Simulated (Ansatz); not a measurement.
`F[BH][SnH2][SiH3]`, relaxed with RKS PBE0-D4/def2-TZVP in Ansatz 0.2.0 from a PBE-D4/def2-SVP geometry. The force threshold is 0.005 eV/Å; the program also tests the step.

Total charge 0; spin multiplicity 1. Sn takes the def2 core potential.

Start:

```xyz
10

F    -0.827    2.916    0.550
B    -0.365    2.152   -0.432
Sn    0.941    0.349    0.058
Si   -0.516   -1.790    0.235
H    -0.703    2.441   -1.571
H     1.808    0.525    1.547
H     2.104    0.071   -1.196
H    -1.522   -1.647    1.346
H     0.340   -2.996    0.515
H    -1.262   -2.021   -1.053
```

| step | energy (eV) | largest force (eV/Å) | largest move (Å) |
| --- | --- | --- | --- |
| 1 | -17195.4302 | 0.470 | 0.000 |
| 2 | -17195.4499 | 0.274 | 0.048 |
| 3 (rejected) | -17195.4453 | 0.498 | 0.091 |
| 4 | -17195.4526 | 0.368 | 0.045 |
| 5 | -17195.4549 | 0.228 | 0.076 |
| 6 | -17195.4575 | 0.033 | 0.025 |
| 7 | -17195.4577 | 0.007 | 0.009 |
| 8 | -17195.4577 | 0.003 | 0.006 |

End:

```xyz
10

F    -0.805    2.902    0.543
B    -0.358    2.138   -0.434
Sn    0.924    0.332    0.056
Si   -0.513   -1.789    0.235
H    -0.690    2.439   -1.549
H     1.778    0.534    1.524
H     2.078    0.080   -1.182
H    -1.506   -1.643    1.332
H     0.338   -2.975    0.514
H    -1.247   -2.018   -1.038
```

Hardware: 4 threads of a server CPU on a shared host. Wall time 20 s, peak host memory 0.5 GiB.
